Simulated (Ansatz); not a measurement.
`[OH][GeH]1[BH][O]1` + H₂ → `[BH]1[O][GeH2]1` + H₂O at 298.15 K and 1 bar (hydrogenolysis of a Ge–O bond).

Gas-phase electronic energies from Ansatz, PBE0-D4/def2-TZVP geometries. CBS: MP2 limit from def2 TZ/QZ plus the TZ coupled-cluster correction, frozen cores. This one scheme is used for every species. For Ge outer-core shells are correlated without core-valence functions, which leaves a few kJ/mol of doubt a bond. Scalar relativity is left out up to krypton. One conformer a species, not always the lowest.

```tsv
species	CCSD(T)/CBS energy (Eh)	H − E (kJ/mol)	S (J/(mol·K))
`[OH][GeH]1[BH][O]1`	-2253.09313	114.7	314.9
H₂	-1.17544	35.1	130.4
`[BH]1[O][GeH2]1`	-2177.88385	94.4	281.3
H₂O	-76.37941	66.4	188.7
```

H − E and S are ideal-gas, rigid-rotor, harmonic terms from PBE0-D4/def2-TZVP, for one conformer and one mirror image of each species. The MP2-based limit puts H₂ 0.8 mEh under its directly extrapolated value; such offsets cancel only in part. 1 Eh = 2625.50 kJ/mol, R = 8.31446 J/(mol·K).

Q: By hand: ΔE, ΔH, ΔS and ΔG.

A: ΔE = (-2177.88385) + (-76.37941) − (-2253.09313) − (-1.17544) = 0.00531 Eh = 13.9 kJ/mol. Δ(H − E) = 94.4 + 66.4 − 114.7 − 35.1 = 11.0, so ΔH = 24.9 kJ/mol. ΔS = 281.3 + 188.7 − 314.9 − 130.4 = 24.7 J/(mol·K). ΔG = 24.9 − 298.15 × (24.7)/1000 = 17.5 kJ/mol.

Q: By hand: the equilibrium constant, and the temperature at which ΔG would vanish if ΔH and ΔS stayed fixed.

A: log₁₀ K = −ΔG/(RT ln 10) = -3.1. ΔG = 0 at ΔH/ΔS = 1008 K.

ΔH outweighs TΔS. A doubt of 5 kJ/mol in ΔE shifts log₁₀ K by 0.9 here. Other conformers and mirror images would add mixing entropy, several J/(mol·K) or more a flexible species. These are equilibria of isolated gas molecules and say nothing of rates. Largest T1 diagnostic: 0.017 (customary marks: 0.02 for closed shells, 0.045 for open ones).
